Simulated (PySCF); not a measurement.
A structure optimised at r2SCAN-D4/def2-SVP, used in a PySCF frequency run:

```xyz
12

N     -0.2050    -1.8528     0.0509
C      0.4959    -0.5777     0.0371
C     -0.4959     0.5777     0.0371
N      0.2050     1.8528     0.0509
H      0.4611    -2.6189     0.1416
H     -0.6735    -1.9999    -0.8444
H      1.1955    -0.4399    -0.8223
H      1.1148    -0.4962     0.9465
H     -1.1148     0.4962     0.9465
H     -1.1955     0.4399    -0.8223
H     -0.4611     2.6189     0.1416
H      0.6735     1.9999    -0.8444
```
Charge 0, spin multiplicity 1.

Question: Write its SMILES, formula and point group.

Answer: NCCN, C2H8N2, C2

Question: What are its rotational constants (standard atomic weights)?

Answer: 27.296, 3.8366, 3.5898 GHz
